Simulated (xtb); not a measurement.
xtb input:

```bash
xtb mol.xyz --gfn 2 --sp --chrg 0 --uhf 0
```
mol.xyz:
```
20

C     -2.29372437     0.82422303    -0.77502471
Si    -0.80192809     0.04070907     0.05663326
C     -0.70615509     0.61854939     1.84112890
C     -0.96706719    -1.82940488     0.00349296
C      0.75776681     0.56562520    -0.86446955
Si     2.38452042    -0.08932589    -0.21108237
H     -2.22548459     1.91455390    -0.76223497
H     -2.37568107     0.50847449    -1.81772264
H     -3.22009286     0.54286520    -0.26834681
H     -1.62328798     0.36829378     2.37960838
H      0.12785692     0.15316790     2.37021377
H     -0.57198307     1.70132859     1.89963079
H     -0.13401628    -2.32103928     0.50987722
H     -0.99089311    -2.19526561    -1.02578745
H     -1.89009363    -2.15134195     0.49144680
H      0.66139048     0.25852302    -1.91141653
H      0.80650097     1.65984679    -0.86701868
H      2.40259176    -1.57255297    -0.23714461
H      3.53097146     0.39462938    -1.02035424
H      2.60100729     0.34519575     1.19077074
```

**Question.** Which total energy does the run end on?

**Answer.** -19.13127 Eh (GFN2-xTB).
